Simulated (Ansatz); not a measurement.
A nudged elastic band was laid between two geometries of BCl2H + FH (6 atoms, charge 0, multiplicity 1).

Theory: RKS PBE0/def2-SVP (Ansatz).

| Quantity | Value |
| --- | --- |
| movable images | 5 |
| climbing image | yes |
| spring | 5.0 eV/Å² |
| optimiser | quadratic models (default) |
| start path | through a guess of the saddle point |
| force threshold | 0.03 eV/Å |
| iteration limit | 60 |
| end points | relaxed |

First end point:

```xyz
6
Properties=species:S:1:pos:R:3
B -0.004 0.324 -0.097
H -0.005 0.632 1.065
Cl 1.509 0.239 -0.958
Cl -1.519 0.187 -0.947
F 0.042 -2.012 0.869
H 0.082 -1.772 1.760
```

Last end point:

```xyz
6
Properties=species:S:1:pos:R:3
B 0.010 -0.601 -0.710
H 0.027 0.197 2.310
Cl 1.516 0.231 -0.991
Cl -1.527 0.182 -0.957
F 0.035 -1.849 -0.308
H 0.044 -0.563 2.345
```

(1) Which bonds break or form, and what moves?

(2) Give the energies along the band, and the barrier.

## Answers

(1) Bonds broken: B1–H2, F5–H6. Bonds formed: B1–F5, H2–H6. BCl2H + FH becomes BCl2F + H2.

(2) The run ended unconverged. The highest image is number 2 of 0 to 6, 0.68 eV above the first end and 1.91 eV above the last; the last end lies 1.23 eV below the first. The band didn't meet its force threshold, so its energies are provisional: the largest band force was still 0.25 eV/Å, and over the last iterations the top stayed at 0.68 eV. The orbitals stay closed-shell, which can raise the energy where a bond breaks towards radicals; this wasn't checked here.

```json
{"image": "0", "path coordinate (Å)": "0.00", "energy (eV)": "0.00", "B1–H2 (Å)": "1.20", "F5–H6 (Å)": "0.92", "B1–F5 (Å)": "2.53"}
{"image": "1", "path coordinate (Å)": "0.68", "energy (eV)": "0.09", "B1–H2 (Å)": "1.21", "F5–H6 (Å)": "0.93", "B1–F5 (Å)": "2.21"}
{"image": "2", "path coordinate (Å)": "1.37", "energy (eV)": "0.68", "B1–H2 (Å)": "1.32", "F5–H6 (Å)": "1.15", "B1–F5 (Å)": "1.61"}
{"image": "3", "path coordinate (Å)": "1.89", "energy (eV)": "-0.41", "B1–H2 (Å)": "1.65", "F5–H6 (Å)": "1.67", "B1–F5 (Å)": "1.37"}
{"image": "4", "path coordinate (Å)": "2.41", "energy (eV)": "-1.04", "B1–H2 (Å)": "2.17", "F5–H6 (Å)": "2.15", "B1–F5 (Å)": "1.32"}
{"image": "5", "path coordinate (Å)": "2.93", "energy (eV)": "-1.20", "B1–H2 (Å)": "2.65", "F5–H6 (Å)": "2.57", "B1–F5 (Å)": "1.31"}
{"image": "6", "path coordinate (Å)": "3.46", "energy (eV)": "-1.23", "B1–H2 (Å)": "3.12", "F5–H6 (Å)": "2.95", "B1–F5 (Å)": "1.31"}
```

The run took 11 min on 1 thread of Arm Neoverse V1, on a shared host, peak memory 0.14 GiB.
